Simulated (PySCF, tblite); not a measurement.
Isomers of C6H9N. Computed with GFN2-xTB (tblite): harmonic, unscaled wavenumbers at the GFN2-xTB geometry, gas phase. This tight-binding method is rough: wavenumbers can miss measured ones by several per cent, in bad cases by 10 to 20. One conformer each.

Electronic energies: PBE0/pcSseg-1 single points on the GFN2-xTB geometries (PySCF, gas phase).

```
          SMILES  electronic energy, lowest = 0 (kJ/mol)
    C=CC(C=C)N=C                                   227.0
   CC(C)=C(C)C#N                                    66.7
    CCc1ccc[nH]1                                     0.0
[H]/N=C\CCC1C=C1                                   311.9
       CCn1cccc1                                    18.2
```

**Question.** How do GFN2-xTB zero-point energies change the relative energies?

**Answer.** 
```tsv
SMILES	ZPE (kJ/mol)	of it from modes above 1550 cm⁻¹	electronic (kJ/mol)	with ZPE, lowest = 0 (kJ/mol)	lowest mode (cm⁻¹)	rings
CCc1ccc[nH]1	358.2	177.1	0.0	0.0	44	1
CCn1cccc1	357.6	174.9	18.2	17.6	52	1
CC(C)=C(C)C#N	347.8	186.6	66.7	56.2	71	0
C=CC(C=C)N=C	342.4	194.3	227.0	211.2	54	0
[H]/N=C\CCC1C=C1	347.9	186.0	311.9	301.6	56	1
```

The zero-point energies span 15.8 kJ/mol, from `C=CC(C=C)N=C` to `CCc1ccc[nH]1`. The order is unchanged.

**Question.** And how do the electronic energies of GFN2-xTB itself compare?

**Answer.** `CCc1ccc[nH]1` 8.3; `CCn1cccc1` 0.0; `CC(C)=C(C)C#N` 132.0; `C=CC(C=C)N=C` 272.6; `[H]/N=C\CCC1C=C1` 350.0 kJ/mol, lowest = 0. Against the energies above, taken from the same isomer `CCc1ccc[nH]1`, the largest difference is 57.0 kJ/mol.

**Question.** What do entropy and thermal enthalpy add at 298.15 K and 1 bar (rigid rotor, harmonic oscillator, one conformer each)?

**Answer.** 
| SMILES | point group | symmetry number | S (J/(mol K)) | H − H(0) (kJ/mol) | ZPE + H − H(0) − TS (kJ/mol) |
| --- | --- | --- | --- | --- | --- |
| CCc1ccc[nH]1 | C1 | 1 | 345.5 | 20.69 | 275.9 |
| CCn1cccc1 | Cs | 1 | 342.9 | 20.39 | 275.8 |
| CC(C)=C(C)C#N | Cs | 1 | 381.3 | 25.95 | 260.0 |
| C=CC(C=C)N=C | C1 | 1 | 376.4 | 24.33 | 254.5 |
| [H]/N=C\CCC1C=C1 | C1 | 1 | 366.5 | 22.99 | 261.6 |
